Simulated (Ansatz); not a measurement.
The first iterations of a band of FH4SbSiTe (8 atoms, charge 0, multiplicity 1).

Level of theory: RKS PBE0/def2-SVP (Ansatz 0.2.0).

```
movable images  : 7
climbing image  : yes
spring          : 5.0 eV/Å²
optimiser       : quadratic models (default)
start path      : IDPP
force threshold : 0.05 eV/Å
iteration limit : 59
end points      : relaxed
```

First end point:

```xyz
8
Properties=species:S:1:pos:R:3
F -2.399 1.042 -0.450
Sb -0.904 0.575 -1.614
Si 0.623 0.064 0.431
Te 0.017 -2.102 1.542
H -0.262 2.178 -1.672
H 0.417 1.104 1.481
H 2.057 0.056 0.002
H 0.543 -2.975 0.224
```

Last end point:

```xyz
8
Properties=species:S:1:pos:R:3
F -1.403 -0.726 -1.572
Sb -1.068 1.128 -1.025
Si 0.668 0.389 0.783
Te -0.214 -1.779 1.661
H 0.186 1.367 -2.184
H 0.673 1.379 1.904
H 2.058 0.293 0.239
H -0.807 -2.106 0.138
```

| iteration | highest image above the first end (eV) | largest band force component (eV/Å) |
| --- | --- | --- |
| 1 | 3.143 | 3.477 |
| 2 | 2.565 | 1.592 |
| 3 | 2.300 | 0.639 |
| 4 | 2.209 | 0.569 |
| 5 | 2.202 | 0.251 |

Task: Does the band converge within its limit, and where does its top end?

Result: The forces met the threshold. It ended after 16 iterations with the highest image 2.118 eV above the first end. Neighbouring images differ by up to 2.0 eV, so the band resolves the path poorly. A vibrational analysis at the climbing image gives one clearly imaginary mode, 766i cm⁻¹: a first-order saddle point.

Time of the run: 7.2 min on 2 threads of Arm Neoverse V1 (shared host), peak memory 0.28 GiB.
